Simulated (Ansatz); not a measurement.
`C[O][Zr]([CH3])([I])[I]` at its PBE0-D4/def2-TZVP geometry, where that method's forces vanish. The species carries charge 0 and has multiplicity 1. Zr, I takes the def2 core potential.

```xyz
12

C     1.0376   -1.6918   -1.3336
O     0.6670   -0.7217   -0.4006
Zr    0.3271    0.5456    0.9331
C    -1.6501    1.3306    0.4141
I     0.1149   -0.6475    3.3759
I     2.0932    2.6173    0.7778
H     0.2328   -1.8332   -2.0594
H     1.2322   -2.6410   -0.8275
H     1.9417   -1.3757   -1.8607
H    -2.4031    0.5345    0.4184
H    -1.9509    2.0925    1.1430
H    -1.6423    1.7904   -0.5806
```

(1) What forces (eV/Å) does ωB97M-V/def2-TZVPP give on these atoms in Ansatz 0.2.0? (An estimate is asked.)

## Answers

(1) Computed: 
```
C1   0.114 -0.321 -0.317
O2  -0.078  0.244  0.249
Zr3 -0.013 -0.023 -0.040
C4  -0.025  0.016  0.002
I5  -0.009 -0.014  0.031
I6   0.018  0.030 -0.004
H7   0.085  0.011  0.072
H8  -0.020  0.097 -0.053
H9  -0.093 -0.034  0.053
H10  0.039  0.066 -0.003
H11 -0.001 -0.047 -0.060
H12 -0.016 -0.026  0.071
```
